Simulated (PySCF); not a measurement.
PySCF 2.14 output of an unrestricted PBE calculation on a single atom or ion in def2-TZVP, with the non-relativistic Hamiltonian (point nucleus):

```
SCF conv_tol = 1e-09
number electrons alpha = 9  beta = 7
    J. P. Perdew, K. Burke, and M. Ernzerhof.,  Phys. Rev. Lett. 77, 3865 (1996)
    J. P. Perdew, K. Burke, and M. Ernzerhof.,  Phys. Rev. Lett. 78, 1396 (1997)
    J. P. Perdew, K. Burke, and M. Ernzerhof.,  Phys. Rev. Lett. 77, 3865 (1996)
    J. P. Perdew, K. Burke, and M. Ernzerhof.,  Phys. Rev. Lett. 78, 1396 (1997)
cycle= 1 E= -397.938127964499  delta_E= -0.00961  |g|= 0.0189  |ddm|= 0.118
cycle= 2 E= -397.938273443782  delta_E= -0.000145  |g|= 0.00953  |ddm|= 0.0396
cycle= 3 E= -397.938325980367  delta_E= -5.25e-05  |g|= 0.0039  |ddm|= 0.0189
cycle= 4 E= -397.938330197846  delta_E= -4.22e-06  |g|= 0.000259  |ddm|= 0.00351
cycle= 5 E= -397.93833025148  delta_E= -5.36e-08  |g|= 2.75e-05  |ddm|= 0.000426
cycle= 6 E= -397.938330251996  delta_E= -5.15e-10  |g|= 1.6e-06  |ddm|= 4.15e-05
converged SCF energy = -397.938330251996  <S^2> = 2.0036821  2S+1 = 3.0024537
```

The run itself started from symmetry-adapted Hartree-Fock orbitals and held the occupation by maximum overlap, on a logarithmic radial grid, so the iterations belong to that start.

Problem. Which element, charge and spin multiplicity is this?

Solution. S (sulfur, neutral), multiplicity 3; the state was [Ne] 3s2 3p4, high-spin 3P determinant.
